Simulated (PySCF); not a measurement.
## Chromium: a sound run and one with changed settings

Sound run: Cr⁺ [Ar] 3d5, Cr²⁺ [Ar] 3d4. Calculation: PySCF 2.14, in Sapporo-DKH3-DZP-2012; scalar relativity by spin-free X2C-1e. The sound run starts from symmetry-adapted Hartree-Fock orbitals and uses a fine grid where one is needed.

Changed run: radial step 1.2 in ln r (0.13 in the sound run). This setting is unsound on purpose.

| species | method | sound run (hartree) | changed run (hartree) | converged |
| --- | --- | --- | --- | --- |
| Cr⁺ | UHF | -1049.41088 | -1049.41088 | yes |
| Cr⁺ | B3LYP | -1050.52076 | -1052.08326 | yes |
| Cr⁺ | r2SCAN | -1050.46913 | -1052.36406 | yes |
| Cr²⁺ | UHF | -1048.85636 | -1048.85636 | yes |
| Cr²⁺ | B3LYP | -1049.89812 | -1051.41175 | yes |
| Cr²⁺ | r2SCAN | -1049.84557 | -1051.58864 | yes |

Ionisation energy of Cr⁺:

```
method  sound run (eV)  changed run (eV)
   UHF          15.089            15.089
 B3LYP          16.943            18.273
r2SCAN          16.968            21.100
```

A coarse radial grid mis-integrates the density and the exchange-correlation energy, with errors of either sign; Hartree-Fock needs no grid.

For comparison, NIST gives 16.486 eV between the lowest levels.
